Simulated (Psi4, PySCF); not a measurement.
Intermolecular potential of H4Ge ··· COS (SMILES [GeH4] and O=C=S). Monomers: optimised at B3LYP-D3(BJ) (def2-TZVP), held rigid. Orientation: a higher rigid-body minimum at GFN2-xTB. The monomers approach along the line of their centres of mass (distance R); nothing else relaxes.

Geometry at R = 4.40 Å (first 5 atoms: monomer A):
```
8

Ge     0.0000     0.0000     0.0000
H     -0.8646    -0.6263    -1.1041
H      0.2608     1.4771    -0.3300
H      1.3381    -0.7487     0.0890
H     -0.7343    -0.1021     1.3451
O      2.1513     0.8274    -2.0183
C      3.2591     1.1404    -1.9187
S      4.7569     1.5635    -1.7840
``` The table gives interaction energies.

```
R / Å      A      B      C
-----  -----  -----  -----
3.83   42.22  67.71  48.85
4.03   20.35  38.52  25.52
4.23    8.07  21.26  12.31
4.40    2.27  12.50   5.90
4.59   -1.16   6.68   1.85
4.80   -2.77   3.16  -0.38
5.14   -3.11   0.74  -1.53
5.41   -2.64   0.10  -1.55
5.87   -1.67  -0.16  -1.09
6.62   -0.68  -0.12  -0.35
7.60   -0.22  -0.05  -0.03
8.88   -0.07  -0.02   0.00
```

Energies in kJ/mol.

Problem. Match the curves with the methods Psi4 with HF/aug-cc-pVDZ, counterpoise-corrected; Psi4 1.11 with PBE-D3(BJ)/def2-TZVP, counterpoise-corrected; restricted B3LYP/6-31G*, spherical d, no counterpoise correction (PySCF).

Solution. A is PBE-D3(BJ)/def2-TZVP; B is HF/aug-cc-pVDZ; C is RKS-B3LYP/6-31G*.
